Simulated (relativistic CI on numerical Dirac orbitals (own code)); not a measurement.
# Hf²⁵⁺: q coefficients and field-shift factors

These numbers are calculated, not measured: Dirac-Coulomb-Breit CI, separate exchange-only KLI orbitals for each configuration, derivatives by finite differences, unscaled Slater integrals, QED left out (own radial code, finite nucleus).

CI space (outside the closed core [Ar] 3d10 4s2): 4p⁶4d¹⁰4f, 4p⁶4d¹⁰5s, 4p⁶4d⁹4f², 4p⁶4d¹⁰5p, 4p⁵4d¹⁰4f², 4p⁶4d¹⁰5d, 4p⁶4d⁹4f5s, 4p⁶4d⁹5s². Levels of other configurations are missing.

With x = (α/α₀)² − 1 an excitation energy changes as ω = ω₀ + qx; K = 2q/ω₀ is the relative enhancement. Terms are leading LS components, so labels can repeat. The field-shift factor is F = δν/δ⟨r²⟩ for the transition from the lowest level.

Lowest level 4p⁶4d¹⁰4f ²F°5/2.

| Level | ω₀ (cm⁻¹) | q (cm⁻¹) | K | F (GHz/fm²) |
| --- | --- | --- | --- | --- |
| 4p⁶4d¹⁰4f ²F°7/2 | 23766 | 22230 | 1.87 | 0.879 |
| 4p⁶4d¹⁰5s ²S1/2 | 913830 | -372000 | -0.814 | 519 |
| 4p⁶4d¹⁰5p ²P°1/2 | 1237147 | -330000 | -0.534 | 51.9 |
| 4p⁶4d¹⁰5p ²P°3/2 | 1422644 | -108500 | -0.153 | 25.8 |
| 4p⁶4d⁹4f² ⁴F3/2 | 1454345 | 5749 | 0.00791 | 17.5 |
| 4p⁶4d⁹4f² ⁴F5/2 | 1458758 | 5078 | 0.00696 | 17.5 |
| 4p⁶4d⁹4f² ⁴F7/2 | 1471206 | 13460 | 0.0183 | 17.8 |
| 4p⁶4d⁹4f² ⁴F9/2 | 1488621 | 26930 | 0.0362 | 18.4 |
| 4p⁶4d⁹4f² ²G7/2 | 1489360 | 9237 | 0.0124 | 17.9 |
| 4p⁶4d⁹4f² ⁴K13/2 | 1497187 | -759.1 | -0.00101 | 17.6 |
| 4p⁶4d⁹4f² ⁴D5/2 | 1499268 | 7823 | 0.0104 | 17.9 |
| 4p⁶4d⁹4f² ²G9/2 | 1502129 | 6954 | 0.00926 | 17.8 |
| 4p⁶4d⁹4f² ²F5/2 | 1502938 | 20530 | 0.0273 | 18.2 |
| 4p⁶4d⁹4f² ⁴K15/2 | 1506049 | 18760 | 0.0249 | 18.3 |
| 4p⁶4d⁹4f² ⁴D7/2 | 1508507 | 23250 | 0.0308 | 18.4 |
| 4p⁶4d⁹4f² ⁴D3/2 | 1508935 | 15450 | 0.0205 | 18.1 |
| 4p⁶4d⁹4f² ⁴H11/2 | 1510964 | 14890 | 0.0197 | 18.2 |
| 4p⁶4d⁹4f² ⁴K17/2 | 1514500 | 31450 | 0.0415 | 18.8 |
| 4p⁶4d⁹4f² ⁴G11/2 | 1516978 | 8594 | 0.0113 | 18 |
| 4p⁶4d⁹4f² ⁴G7/2 | 1518987 | 12770 | 0.0168 | 18.1 |
| 4p⁶4d⁹4f² ⁴D1/2 | 1520193 | 22280 | 0.0293 | 18.4 |
| 4p⁶4d⁹4f² ⁴H13/2 | 1521718 | 20740 | 0.0273 | 18.5 |
| 4p⁶4d⁹4f² ⁴D5/2 | 1524896 | 25730 | 0.0337 | 18.6 |

At this charge energies of transitions that change n are usually good to better than 1 %, and those within a shell (Δn = 0) to a few per cent.
